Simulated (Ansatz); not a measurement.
BGeH6NSe, SMILES `B[Se][GeH2][NH2]` at its PBE0-D4/def2-TZVP geometry, where that method's forces vanish. Charge 0, multiplicity 1.

```xyz
10

B     1.9940    0.4805    0.3761
Se    0.9171    1.5307   -0.7806
Ge   -1.1644    0.3391   -0.6830
N    -1.1831   -1.1264    0.4049
H     1.5688   -0.4894    0.9237
H     3.1185    0.8484    0.5224
H    -1.4674   -0.1292   -2.1123
H    -2.2096    1.3321   -0.1580
H    -1.0241   -0.9233    1.3823
H    -0.5496   -1.8626    0.1245
```

Task: What forces (eV/Å) does ωB97M-V/def2-TZVPP give on these atoms in Ansatz 0.2.0? (Best estimate.)

Result: Ansatz gave: 
```
B1   0.099 -0.061  0.081
Se2 -0.094 -0.059  0.009
Ge3 -0.056  0.124 -0.114
N4   0.059 -0.015  0.033
H5   0.057  0.127 -0.071
H6  -0.155 -0.065 -0.010
H7   0.031  0.039  0.115
H8   0.089 -0.077 -0.040
H9  -0.005 -0.026 -0.029
H10 -0.025  0.015  0.027
```
